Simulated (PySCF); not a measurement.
M06-2X on P⁻ (phosphorus, charge -1), [Ne] 3s2 3p4, high-spin 3P determinant. All numbers are calculated (PySCF 2.14, scalar relativity by spin-free X2C-1e, in dyall-acv3z).

```
cycle= 1 E= -342.116664053755  delta_E= -0.0109  |g|= 0.0732  |ddm|= 0.232
cycle= 2 E= -342.117068135997  delta_E= -0.000404  |g|= 0.0152  |ddm|= 0.0497
cycle= 3 E= -342.117204409864  delta_E= -0.000136  |g|= 0.0105  |ddm|= 0.0318
cycle= 4 E= -342.117271094223  delta_E= -6.67e-05  |g|= 0.00208  |ddm|= 0.0116
cycle= 5 E= -342.117287080169  delta_E= -1.6e-05  |g|= 0.000592  |ddm|= 0.0103
cycle= 6 E= -342.11728802582  delta_E= -9.46e-07  |g|= 0.000103  |ddm|= 0.00296
cycle= 7 E= -342.117288038294  delta_E= -1.25e-08  |g|= 2.16e-05  |ddm|= 0.000233
cycle= 8 E= -342.117288038875  delta_E= -5.8e-10  |g|= 3.6e-06  |ddm|= 5.44e-05
converged SCF energy = -342.117288038875  <S^2> = 2.0171228  2S+1 = 3.0113936
```

Highest occupied orbital energy: 0.282 eV; ⟨L²⟩ = 2.02; populations by l: s 6.00, p 10.00, d 0.00, f 0.00.

**Question.** Can this result be used?

**Answer.** With care. The run converged. At M06-2X the highest occupied level has a positive energy, so only the finite basis holds that electron; in a semilocal or global hybrid functional this comes from self-interaction and does not mean that the real anion is unbound.
